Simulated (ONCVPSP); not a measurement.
What one change does to a pseudopotential (phosphorus (P), ONCV)

ONCVPSP 4.0.1 input, shortened (lines: element, Z, core and valence counts, functional; n l f; lmax; l rc ep ncon nbas qcut; lloc lpopt rc5 dvloc0; l nproj debl; icmod fcfact rcfact), LDA (Perdew-Zunger), non-relativistic:

```
  P 15.00    3    2        3      upf
    1    0    2.00
    2    0    2.00
    2    1    6.00
    3    0    2.00
    3    1    2.00
    1
    0    1.40    0.00    3    8    4.60
    1    1.85    0.00    4    7    4.80
    4    5    1.20    0.00
    0    2    3.20
    1    1    2.40
    0    0.00    0.00
```

All-electron outer shells of the reference configuration (LDA (Perdew-Zunger), non-relativistic, ld1.x):

| shell | level (eV) | outermost node (bohr) | outermost maximum (bohr) |
| --- | --- | --- | --- |
| 2s | -182.84 | 0.14 | 0.42 |
| 2p | -135.17 | – | 0.36 |
| 3s | -23.24 | 0.66 | 1.54 |
| 3p | -14.32 | 0.64 | 1.74 |

Change: p: rc 1.28.

Cutoffs: the cutoffs (Ha) at which the residual kinetic energy of the hardest occupied pseudo-wave falls to 1 and 0.1 mHa per electron; they do not see the model core or the augmentation charge, which bear on the density cutoff. Errors are all-electron minus pseudo energies relative to the spin-unpolarised reference configuration.

Problem. Predict the effect on cutoff, ghosts and configuration errors.

Solution. The potential gets harder (10 Ha and 32 Ha → 64 Ha and 88 Ha); of the 4 tests that both files solve, the error grows in 1 and shrinks in 0 by more than 15 % and 0.3 meV (median size 11.4 → 13.0 meV); neither file shows a bound ghost. A smaller radius makes the pseudo-wave follow the all-electron one further in, where it bends more sharply, so more plane waves are needed.

| quantity | base | changed |
| --- | --- | --- |
| cutoff, loose | 10 Ha | 64 Ha |
| cutoff, tight | 32 Ha | 88 Ha |
| loose cutoff by channel | s 10 Ha, p 4.8 Ha | s 10 Ha, p 64 Ha |
| bound ghosts | none | none |
| GHOST(+) flags under 300 eV | s at 155.3 eV | s at 155.3 eV |
| error for 3s2 3p3, meV [ΔE -9.83 eV] | +4.9 | +5.0 |
| error for 3s2 3p1, meV [ΔE 19.26 eV] | +15 | +14 |
| error for 3s2 3p0, meV [ΔE 49.17 eV] | +91 | +88 |
| error for 3s0 3p5, meV [ΔE 7.12 eV] | +8.3 | +12 |
| s: phases at 1.42 bohr within 0.05 rad from the reference energy up to (Ha; the scan ends near 5) | 4.8 | 4.8 |
